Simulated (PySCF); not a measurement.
C2H6GeO3. Atoms are numbered in the order given.

```xyz
12

C      2.2072    -0.7543     0.3199
C      1.3167     0.1523    -0.4744
O      1.7131     0.9458    -1.2929
Ge    -0.6508     0.0668    -0.1316
O     -1.1104     1.1021     1.2428
O     -0.9557    -1.5895     0.4242
H      1.8491    -1.7927     0.2412
H      3.2496    -0.6634    -0.0160
H      2.1289    -0.4828     1.3862
H     -1.4786     0.4646    -1.3714
H     -1.4696     1.9545     0.9752
H     -1.7719    -1.6723     0.9298
```
Charge 0, spin multiplicity 1.

Geometry: PBE0-D3(BJ)/def2-SVP. The structure was generated by enumeration, and PubChem lists no compound with its InChIKey, so it may never have been made. Other conformers were not sampled.

These are r2SCAN/def2-TZVP (PySCF) values and carry that method's errors.

ESP charges are fitted to the potential on shells at 1.4 to 2.0 van der Waals radii. Atomic charges (e):

```json
[
 {"atom": "C1", "Mulliken": "-0.32", "ESP fit": "-0.64"},
 {"atom": "C2", "Mulliken": "0.15", "ESP fit": "?"},
 {"atom": "O3", "Mulliken": "-0.29", "ESP fit": "?"},
 {"atom": "Ge4", "Mulliken": "0.56", "ESP fit": "?"},
 {"atom": "O5", "Mulliken": "-0.56", "ESP fit": "-0.66"},
 {"atom": "O6", "Mulliken": "-0.57", "ESP fit": "-0.70"},
 {"atom": "H7", "Mulliken": "0.15", "ESP fit": "0.20"},
 {"atom": "H8", "Mulliken": "0.12", "ESP fit": "0.18"},
 {"atom": "H9", "Mulliken": "0.14", "ESP fit": "0.19"},
 {"atom": "H10", "Mulliken": "-0.01", "ESP fit": "?"},
 {"atom": "H11", "Mulliken": "0.32", "ESP fit": "0.41"},
 {"atom": "H12", "Mulliken": "0.32", "ESP fit": "0.45"}
]
```

Question: Some entries are withheld; supply them. (Estimate from the structure and the level; the computed values follow.)

Answer: 
- C2, ESP fit: 0.62
- O3, ESP fit: -0.49
- Ge4, ESP fit: 0.52
- H10, ESP fit: -0.08
